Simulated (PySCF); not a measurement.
H₄O₃STi, multiplicity 1.

```xyz
9

Ti     0.3425     0.1432     0.0478
O      1.2734    -0.2103    -1.4334
H      0.9788    -0.3569    -2.3407
O      1.1509    -0.6631     1.4252
H      1.1415    -0.4086     2.3570
O      0.1178     1.8861     0.3104
H      0.3136     2.6921    -0.1818
S     -1.8086    -0.7005    -0.2048
H     -1.3681    -1.9713    -0.0288
```

The structure is a stationary point at B3LYP-D3(BJ)/def2-SVP. The spin state was assumed, not searched. The structure was generated by enumeration; whether it is a known compound was not checked. Other conformers were not sampled.

Method: PBE0/pcSseg-1 (PySCF). Non-relativistic, no solvent.

Give the absolute GIAO shielding of each atom: isotropic value and principal components (ppm). (The exact figures need the calculation; the answer reports its results.)


```json
[
 {"atom": "Ti1", "σ(iso)": "-484.9", "σ11": "-755.1", "σ22": "-442.2", "σ33": "-257.4", "span": "497.6"},
 {"atom": "O2", "σ(iso)": "-19.1", "σ11": "-351.9", "σ22": "-18.6", "σ33": "313.2", "span": "665.1"},
 {"atom": "H3", "σ(iso)": "23.7", "σ11": "16.4", "σ22": "25.0", "σ33": "29.6", "span": "13.2"},
 {"atom": "O4", "σ(iso)": "-42.0", "σ11": "-437.2", "σ22": "19.8", "σ33": "291.4", "span": "728.6"},
 {"atom": "H5", "σ(iso)": "22.9", "σ11": "15.2", "σ22": "25.2", "σ33": "28.2", "span": "13.0"},
 {"atom": "O6", "σ(iso)": "-27.9", "σ11": "-426.3", "σ22": "18.3", "σ33": "324.5", "span": "750.8"},
 {"atom": "H7", "σ(iso)": "23.4", "σ11": "15.0", "σ22": "24.5", "σ33": "30.7", "span": "15.6"},
 {"atom": "S8", "σ(iso)": "324.7", "σ11": "-277.9", "σ22": "521.1", "σ33": "730.8", "span": "1008.7"},
 {"atom": "H9", "σ(iso)": "27.1", "σ11": "25.9", "σ22": "26.3", "σ33": "29.1", "span": "3.3"}
]
```
